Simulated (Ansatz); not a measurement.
Geometry optimisation, RKS B3LYP-D4/def2-SVP (Ansatz).

input.yaml

```yaml
crystal:
  periodic: [false, false, false]
  atoms:
    - { symbol: Hf, position_ang: [0.167375, 0.000293, -0.073636] }
    - { symbol: Cl, position_ang: [0.248107, 0.001074, 2.403605] }
    - { symbol: Cl, position_ang: [2.383639, -0.000523, -0.785143] }
    - { symbol: Cl, position_ang: [-0.768925, 1.937195, -0.980267] }
    - { symbol: Cl, position_ang: [-0.770202, -1.936299, -0.979375] }
    - { symbol: F, position_ang: [-2.695406, 0.000203, 1.28767] }
    - { symbol: H, position_ang: [-2.304989, -0.001943, 2.129945] }
basis:
  gaussian: { orbitals: def2-SVP }
hamiltonian:
  xc: b3lyp
  dispersion: d4
relax:
  f_tol: 0.03
  max_steps: 50
```

Command:

```bash
$ ansatz run input.yaml --threads 4 --pin off --max-ram 5120MiB --backend cpu --events-out ev --progress --plain --runs-dir out
```

Task: Where does it end, and by what steps?

Result: The run converged. After 8 steps the energy has fallen by 0.297 eV; F6 moved furthest, 0.47 Å. Joined: Hf1–F6 (3.17 → 2.42 Å).

```
step  energy less start (eV)  largest force component (eV/Å)  accepted
   0                  0.0000                           1.354       yes
   1                 -0.1072                           1.167       yes
   2                 -0.2425                           0.389       yes
   3                 -0.2280                           0.770        no
   4                 -0.2883                           0.121       yes
   5                 -0.2935                           0.081       yes
   6                 -0.2963                           0.050       yes
   7                 -0.2968                           0.047       yes
   8                 -0.2972                           0.015       yes
```

```xyz
7
Properties=species:S:1:pos:R:3
Hf -0.089 0.000 0.040
Cl 0.202 0.000 2.433
Cl 2.160 0.000 -0.595
Cl -0.863 1.979 -0.958
Cl -0.863 -1.979 -0.958
F -2.277 0.000 1.067
H -2.010 0.000 1.976
```

Whether the end is a true minimum wasn't checked by a vibrational analysis.

Run time: 28 s on 4 threads of Arm Neoverse V2, with other jobs on the host, peak memory 0.35 GiB.
